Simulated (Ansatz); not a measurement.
C5H4N (SMILES [c]1ccccn1), doublet (typed; the unrestricted solution is spin-contaminated), geometry from GFN2-xTB. Base run: Ansatz (a program for electronic structure) with CCSD/3-21G.

Ansatz was given this input:
Ansatz 0.2 input:
```yaml
crystal:
  periodic: [false, false, false]
  atoms:
    - {symbol: N, position_ang: [-0.00964627, 0.06176618, 1.39312429]}
    - {symbol: C, position_ang: [0.01052145, 0.05563648, -1.32151880]}
    - {symbol: C, position_ang: [0.00843127, 1.16003225, 0.73652206]}
    - {symbol: C, position_ang: [-0.01902078, -1.10785450, 0.76767008]}
    - {symbol: C, position_ang: [-0.00911288, -1.14219824, -0.61640106]}
    - {symbol: C, position_ang: [0.01996666, 1.26655828, -0.63906399]}
    - {symbol: H, position_ang: [0.01851369, 0.04961327, -2.40308632]}
    - {symbol: H, position_ang: [-0.03428343, -2.00036717, 1.37795163]}
    - {symbol: H, position_ang: [-0.01659046, -2.08816683, -1.13625412]}
    - {symbol: H, position_ang: [0.03516978, 2.21351181, -1.15373102]}
basis:
  gaussian:
    orbitals: 3-21G.json
magnetization: {spin_polarized: true, initial_magnetization: 1}
correlation: {method: ccsd}
```
The basis file holds 3-21G in the JSON format of the Basis Set Exchange.

Variants of this job, named by their change:

```tsv
change	ΔE vs base (kcal/mol)	MP2 correlation (Eh)	CC correlation without the perturbative part (Eh)	basis functions	core-seconds (rough)
base	0.000	-0.47528	-0.54090	62	30
reference functional = pbe0	2.02	-	-0.56748	62	10
method = bccd	-0.441	-0.47528	-0.54160	62	30
fitting = cc-pVTZ-JKFIT (mean field), cc-pVTZ-RIFIT (correlation)	0.111	-0.47527	-0.54089	62	30
method = bccd_t	-16.37	-0.47528	-0.54160	62	40
electrons = outside_noble_gas	0.000	-0.47528	-0.54090	62	30
method = ccsd_t	-14.76	-0.47528	-0.54090	62	40
method = mp2	41.18	-0.47528	-	62	6
accuracy = high	-0.020	-0.47529	-0.54090	62	80
method = rpa	11.24	-	-	62	6
```

Ansatz warned in this series: the method lies far from an estimate of full CI.
